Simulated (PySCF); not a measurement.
H4O3SeSi, SMILES O[Si](O)(O)[SeH]. Coordinates come from a PBE0-D3(BJ)/def2-SVP optimisation. The values are those of a single conformer.

Calculation: PBE0-D3(BJ)/def2-SVP (PySCF).

Harmonic wavenumbers (cm⁻¹): 130, 168, 192, 223, 231, 260, 307, 341, 357, 464, 673, 791, 816, 820, 859, 967, 997, 2453, 3917, 3927, 3933. Rotational constants (GHz): 3.908, 1.476, 1.423; symmetry number 1.

Work out the zero-point energy and the ideal-gas rigid-rotor harmonic-oscillator thermochemistry at 298.15 K and 1 atm.

ZPE = ½ Σ hcν = ½ × 22826 cm⁻¹ = 32.63 kcal/mol. H − E(el) = 38.30 kcal/mol. Entropy in cal/(mol K): translation 41.10, rotation 28.06, vibration 18.86, total 88.03. G − E(el) = 12.06 kcal/mol. Cp = 29.24 cal/(mol K). Modes under 150 cm⁻¹ make the vibrational entropy uncertain.
